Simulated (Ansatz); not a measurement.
Reaction (redistribution): `BC(B)C` + `C[Te]C` → `B[Te]C` + `BC(C)C`

Computed with Ansatz on PBE0-D4/def2-TZVP structures; ΔE is electronic, products minus reactants. CBS: MP2 limit from def2 TZ/QZ plus the TZ coupled-cluster correction, frozen cores. def2 core potentials past Kr. For Te outer-core shells are correlated without core-valence functions, which leaves a few kJ/mol of doubt a bond.

`BC(B)C`:

Z-matrix (Å, degrees):
```
C
B 1 1.549
C 1 1.523 2 117.9
B 1 1.549 2 106.4 3 135.1
H 1 1.113 2 98.9 3 -122.8
H 2 1.197 1 120.3 3 168.9
H 2 1.199 1 120.5 3 -11.2
H 3 1.093 1 112.0 2 -175.6
H 3 1.092 1 110.2 2 65.0
H 3 1.093 1 112.0 2 -54.4
H 4 1.199 1 120.5 2 -123.9
H 4 1.197 1 120.4 2 56.0
```

`C[Te]C`:

Cartesian coordinates in Å:
```
C 0.143 1.330 -0.819
Te 0.658 -0.730 -1.055
C -0.151 -1.321 0.832
H -0.936 1.432 -0.722
H 0.479 1.852 -1.714
H 0.649 1.740 0.053
H -1.218 -1.107 0.859
H 0.008 -2.394 0.930
H 0.367 -0.801 1.635
```

`B[Te]C`:

Cartesian coordinates in Å:
```
B -1.204 -0.885 0.999
Te 0.521 0.257 1.264
C 0.957 0.703 -0.785
H -1.618 -1.081 -0.102
H -1.732 -1.313 1.978
H 0.942 1.782 -0.924
H 0.193 0.230 -1.398
H 1.940 0.308 -1.032
```

`BC(C)C`:

```xyz
13

B     0.386    0.791   -1.374
C     0.025    0.276    0.038
C    -1.385   -0.269    0.235
C     1.075   -0.563    0.757
H     1.533    0.927   -1.697
H    -0.472    1.166   -2.123
H     0.050    1.297    0.496
H    -1.475   -1.265   -0.209
H    -2.134    0.370   -0.238
H    -1.637   -0.364    1.295
H     0.853   -0.661    1.824
H     2.074   -0.133    0.656
H     1.108   -1.573    0.340
```

| species | CCSD/CBS(def2) energy (Eh) |
| --- | --- |
| `BC(B)C` | -130.44619 |
| `C[Te]C` | -347.41335 |
| `B[Te]C` | -333.55481 |
| `BC(C)C` | -144.32414 |

Q: Work out ΔE.

A: ΔE = (-333.55481) + (-144.32414) − (-130.44619) − (-347.41335) = -0.01941 Eh = -51.0 kJ/mol. CCSD(T)/CBS gives -53.4 kJ/mol.

Largest T1 diagnostic among the species: 0.015.

At CCSD(T), def2-SVP lies −18.3 kJ/mol from the extrapolated value and def2-TZVPP −4.0 kJ/mol. Leaving LDA and LC-ωPBE aside and taking each functional with its dispersion term where it has one, the values, not all of them listed here, spread over 8.5 kJ/mol, from PBE-QIDH to ωB97M-V. LDA lies −6.2 kJ/mol from PBE without D4.
